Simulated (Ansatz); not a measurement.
Program: Ansatz. Geometries: PBE0-D4/def2-TZVP. ΔE: electronic, gas phase. CBS: MP2 limit from def2 TZ/QZ plus the TZ coupled-cluster correction, frozen cores. This one scheme is used for every species. Each species was taken in one conformer, which may not be the lowest.

Consider the formal exchange of groups at the Si–F bond: `CB[SiH](F)F` + CH₄ → `CB[SiH](C)F` + H–F.

`CB[SiH](F)F`:

Cartesian coordinates in Å:
```
C -0.756 0.223 1.363
B -0.315 -0.648 0.165
Si 0.726 0.078 -1.405
F 0.952 1.654 -1.276
F 2.182 -0.582 -1.426
H 0.092 0.097 2.063
H -0.830 1.296 1.177
H -1.633 -0.139 1.903
H -0.539 -1.827 0.177
H 0.120 -0.151 -2.742
```

CH₄:

Cartesian coordinates in Å:
```
C 0.000 0.000 0.000
H -0.450 0.926 -0.358
H 1.045 0.178 0.254
H -0.060 -0.758 -0.780
H -0.535 -0.346 0.884
```

`CB[SiH](C)F`:

Cartesian coordinates in Å:
```
C 1.331 1.034 -1.188
B 1.095 0.624 0.293
Si -0.107 -0.922 0.765
C -1.896 -0.529 0.398
F 0.003 -1.327 2.322
H 1.419 2.115 -1.332
H 0.649 0.616 -1.931
H 2.335 0.637 -1.419
H 1.677 1.237 1.145
H 0.293 -2.137 -0.008
H -2.535 -1.378 0.651
H -2.025 -0.310 -0.665
H -2.239 0.339 0.967
```

H–F:

Cartesian coordinates in Å:
```
F 0.382 0.256 0.008
H -0.382 -0.256 -0.008
```

```json
{"species": "`CB[SiH](F)F`", "SCS-MP2/def2-QZVPP energy (Eh)": "-554.51088"}
{"species": "CH₄", "SCS-MP2/def2-QZVPP energy (Eh)": "-40.43589"}
{"species": "`CB[SiH](C)F`", "SCS-MP2/def2-QZVPP energy (Eh)": "-494.52456"}
{"species": "H–F", "SCS-MP2/def2-QZVPP energy (Eh)": "-100.36288"}
```

**Question.** Work out ΔE.

**Answer.** ΔE = (-494.52456) + (-100.36288) − (-554.51088) − (-40.43589) = 0.05933 Eh = +37.2 kcal/mol. CCSD(T)/CBS gives +35.6 kcal/mol.

Largest T1 diagnostic among the species: 0.012.

In def2-TZVPP, CCSD(T) changes the Hartree–Fock value by −5.7 kcal/mol (the triples alone add −0.7 kcal/mol) and MP2 by −5.7 kcal/mol. The D4 term adds −1.4 kcal/mol with B3LYP and −0.8 kcal/mol with PBE0; it sums over pairs of atoms, weighted by their polarisabilities, and B3LYP, whose exchange is more repulsive, gets the larger term.

B3LYP here is the variant with VWN-RPA as its local correlation; programs differ in this.
